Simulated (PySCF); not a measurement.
Compound: CH₆Cl₂GaN.
Numbering: `[NH3+:1][GaH2-:2][CH:3]([Cl:4])[Cl:5]` (hydrogens: H6, H7, H8 on N1; H9, H10 on Ga2; H11 on C3)

A GFN2-xTB structure with every atom displaced at random (by about 0.01 Å) was refined with PBE0-D3(BJ)/def2-SVP geometry optimisation, gas phase (PySCF). Values at the start:

```json
{"coordinate": "N1–Ga2", "start": "2.167 Å"}
{"coordinate": "N1–H6", "start": "1.018 Å"}
{"coordinate": "Ga2–C3", "start": "2.002 Å"}
{"coordinate": "Ga2–H9", "start": "1.553 Å"}
{"coordinate": "C3–Cl4", "start": "1.862 Å"}
{"coordinate": "C3–Cl5", "start": "1.781 Å"}
{"coordinate": "C3–H11", "start": "1.082 Å"}
{"coordinate": "N1–Ga2–C3", "start": "96.7°"}
{"coordinate": "Ga2–C3–Cl4", "start": "80.8°"}
{"coordinate": "Ga2–C3–Cl5", "start": "96.9°"}
{"coordinate": "Cl4–C3–Cl5", "start": "106.6°"}
{"coordinate": "N1–Ga2–C3–Cl4", "start": "-174°"}
```

How do these coordinates change at the PBE0-D3(BJ)/def2-SVP level?

```
   coordinate  PBE0-D3(BJ)/def2-SVP (Å or °)  change
       C3–Cl4                          1.784  -0.078
       N1–Ga2                          2.123  -0.044
       C3–Cl5                          1.813  +0.032
       Ga2–C3                          2.028  +0.026
       Ga2–H9                          1.571  +0.018
       C3–H11                          1.097  +0.015
        N1–H6                          1.019  +0.001
   Ga2–C3–Cl4                          108.4   +27.6
   Ga2–C3–Cl5                          111.3   +14.4
   Cl4–C3–Cl5                          110.5    +3.9
    N1–Ga2–C3                           96.0    -0.7
N1–Ga2–C3–Cl4                           -159     +15
```

The energy falls by 91.2 kJ/mol over 18 energy and gradient evaluations, the largest force component goes from 0.0280 to 3.0e-04 Eh/bohr, and the atoms move by 0.405 Å rms after alignment. The bond that changes most is C3–Cl4 (CHCl2 carbon to alkyl chlorine), which shortens by 0.078 Å. Bonds longer at the end by more than 0.005 Å: 6 of 10; shorter: 3. Among the dihedrals that turn most is H9–Ga2–C3–Cl5, from 32° to 67°. Rotational constants go from 2428, 1721, 1101 to 2343, 1414, 920.0 MHz.

The run used 126 basis functions and 123 SCF cycles in all.

No frequency check. One conformer, not necessarily the lowest.
